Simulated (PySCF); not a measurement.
B2H4, SMILES BB.

Coordinates come from a B3LYP-D3(BJ)/def2-TZVP optimisation.

Two levels are set side by side: PBE/def2-TZVPD (PySCF) and CAM-B3LYP/def2-TZVPD (PySCF). Same geometry, gas phase. Differences are taken from unrounded values.

| quantity | PBE |
|---|---|
| orbital gap (eV) | 4.59 |
| highest occupied level (eV) | -7.29 |
| lowest empty level (eV) | -2.69 |
| mean polarisability (bohr³) | 34.2 |

These are the PBE values. What does CAM-B3LYP give? (Estimate from the structure and the level; the computed values follow.)


| quantity | CAM-B3LYP | PBE minus CAM-B3LYP |
|---|---|---|
| orbital gap (eV) | 9.56 | -4.96 |
| highest occupied level (eV) | -10.12 | 2.83 |
| lowest empty level (eV) | -0.56 | -2.13 |
| mean polarisability (bohr³) | 31.8 | 2.4 |

PBE's occupied levels lie high since its potential decays too fast outside the molecule; exact exchange lowers them and widens the gap. Loosely held outer electrons make PBE densities more polarisable. Differences between two approximate levels are no errors against the true value.

Rough cost on one machine, each run with all the roots and properties that it gave: CAM-B3LYP against PBE within a factor of 2.
